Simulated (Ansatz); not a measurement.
| atom | x (Å) | y (Å) | z (Å) |
| --- | --- | --- | --- |
| N | 0.0172 | -0.0414 | -0.1087 |
| H | 0.0186 | -0.0073 | 0.9618 |

Basis set: STO-3G (spherical functions). Correlated methods keep 1 orbital frozen. Charge 0, multiplicity 3.

Computed with Ansatz (development build ahead of 0.2.0); each method stands on the lowest determinant of its kind that the runs found.

**Question.** Give the atomization energy at this shape (free ground-state atoms in the same class of orbitals less the molecule, no zero-point energy) of triplet NH by UHF-MP2, UHF.

**Answer.**

```
 method  atomization energy
UHF-MP2             2.53 eV
    UHF             2.12 eV
```

This basis has no polarisation functions and is too small for such energies, which can lie far from measured ones in either direction.
